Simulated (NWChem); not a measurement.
Species: AlH2 cation; SMILES [AlH2+]

```xyz
3

Al     0.0000     0.0000     0.0000
H      0.0000     0.0000    -1.5536
H      0.0000     0.0000     1.5536
```
Atoms are numbered in this order, from 1.

Coordinates come from a PBE0-D3(BJ)/def2-TZVP optimisation.

Q: List the 6 lowest vertical singlet excitations from LRC-wPBEh/6-31+G* (spherical d), TDA (NWChem).

A: 
```csv
state,energy (eV),oscillator strength,leading excitation (squared amplitude)
S1,6.39,0.000,HOMO → LUMO (0.99)
S2,6.39,0.000,HOMO → LUMO+1 (0.99)
S3,9.78,0.517,HOMO−1 → LUMO (0.99)
S4,9.78,0.517,HOMO−1 → LUMO+1 (0.99)
S5,9.84,1.115,HOMO → LUMO+2 (0.97)
S6,11.13,0.000,HOMO−1 → LUMO+2 (0.98)
```
